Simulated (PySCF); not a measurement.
# What settings do to a single point of [Eu(NH2)4]−

The sound run of [Eu(NH2)4]− (singlet in the valence; each metal's 4f electrons, 6 of them, lie in its core potential, out of spins and levels) uses PySCF 2.14.0, RKS B3LYP, Eu lcecp-1-SVP with ECP52, N def2-SVP, H def2-SVP; non-relativistic Hamiltonian with scalar-relativistic core potentials where named; density fitting; no spin-orbit coupling, grid (50, 194), threshold 1e-8 Eh and 55 cycles, at the relaxed geometry:

```xyz
13

Eu    0.0001    0.0000    0.0000
N     1.3859    1.2444    1.3588
H     1.3421    1.4403    2.3617
H     2.2523    1.6869    1.0374
N    -1.3858   -1.3588    1.2445
H    -2.2526   -1.0376    1.6864
H    -1.3420   -2.3618    1.4403
N     1.3859   -1.2444   -1.3588
H     2.2523   -1.6869   -1.0374
H     1.3421   -1.4403   -2.3617
N    -1.3858    1.3588   -1.2445
H    -1.3420    2.3618   -1.4403
H    -2.2526    1.0376   -1.6864
```

There Eu1 has a Mulliken charge of 0.57 e and the dipole about the centre of mass is 0.00 D. Each run below changes one thing and starts from free metal ions and neutral atoms unless it says otherwise; with 55 cycles, smearing, a level shift and second-order steps follow where DIIS fails, and their cycles count. Energy shifts count from the sound run. On f atoms grids over 110 angular points are at least (60, 302).

| change | outcome | cycles | energy shift (eV) | largest force component (eV/Å) | charge on Eu1 (e) | dipole about the centre of mass (D) |
| --- | --- | --- | --- | --- | --- | --- |
| grid (40, 110) | converged | 8 | -0.0291 | 0.03 | 0.57 | 0.00 |
| cycle limit 8 | converged | 8 | 0.0000 | 0.01 | 0.57 | 0.00 |
| all coordinates × 1.12 | converged | 9 | 3.47 | 3.51 | 0.75 | 0.00 |
| start from the bare core Hamiltonian, limit 98 cycles | converged | 12 | 0.0000 | 0.01 | 0.57 | 0.00 |

(1) How does the run with this change end: threshold 0.0001?

Forces carry noise of the integration grid, about 0.01 to 0.03 eV/Å.

An lcecp potential fixes the number of 4f electrons, so in runs with it no electron can move into or out of that shell.

Results:

(1) outcome converged, cycles 6, energy shift (eV) 0.0000, largest force component (eV/Å) 0.01, charge on Eu1 (e) 0.57, dipole about the centre of mass (D) 0.00.
